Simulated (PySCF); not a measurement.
C₄H₁₀BBr.
InChI=1S/C4H10BBr/c1-5(2)3-4-6/h3-4H2,1-2H3

Torsions of this conformer, `[CH3:1][B:2]([CH3:3])[CH2:4][CH2:5][Br:6]`: C1–B2–C4–C5 0°, B2–C4–C5–Br6 179°.

The closed-shell ground state was solved at several levels (PySCF, density fitting, gas phase). Geometry: PBE0-D3(BJ)/def2-SVP, one conformer, isolated molecule. Relativistic effects, spin–orbit coupling among them, are left out although an element past zinc is present.

```csv
level,basis functions,total energy (Eh),HOMO (eV),LUMO (eV),gap (eV),dipole (D)
KT2/pcSseg-1,176,-2770.2007,-6.38,-1.64,4.74,2.46
PBE0/pcSseg-1,176,-2756.6392,-7.63,-0.57,7.06,2.51
CAM-B3LYP/def2-SVPD,221,-2757.0435,-9.05,0.57,9.62,2.55
```

(1) What might B3LYP/pcJ-1 (pcSseg-1 on Br) (276 basis functions) give for the same quantities?

(2) Over all these levels, which gives the widest orbital gap and which the narrowest?

(3) How far do the dipole and the HOMO energy spread over the levels?

Answers

(1) Total energy -2757.2544 Eh, HOMO -7.32 eV, LUMO -0.77 eV, gap 6.55 eV, dipole 2.40 D.

(2) CAM-B3LYP/def2-SVPD (range-separated hybrid) has the widest, 9.62 eV, and KT2/pcSseg-1 (GGA) the narrowest, 4.74 eV. Functional and basis both differ between the two, so the spread mixes both effects.

(3) The dipole runs from 2.40 to 2.55 D (mean 2.48 D) and the HOMO from -9.05 to -6.38 eV.
